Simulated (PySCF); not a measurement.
# How methods differ on the excitation energy of Ne

Ne [Ne] (1S) → Ne [He] 2s1 2p6 3s1, s spin flipped, as a difference of total energies. Calculation: PySCF 2.14, in aug-cc-pVTZ with one added diffuse shell each of s, p, d, f type (6s5p4d3f, 62 functions); no relativity, point nucleus. Correlated levels: valence: 1s2 frozen. The calculations carry no spin-orbit coupling.

| method | excitation energy (eV) |
| --- | --- |
| UHF | 0.000 |
| LDA | 0.000 |
| PBE | 0.000 |
| PBE0 | 0.000 |
| r2SCAN | 0.000 |
| B97-3 | 0.000 |
| BHandHLYP | 0.000 |
| TPSS | 0.000 |
| PBEsol | 0.000 |
| MP2 (valence) | 0.000 |
| SCS-MP2 (valence) | 0.000 |

The upper determinant mixes two multiplicities, so it lies between the two terms.

The promoted electron is Rydberg-like, and one or two diffuse shells describe it only roughly, which tends to raise the upper state.
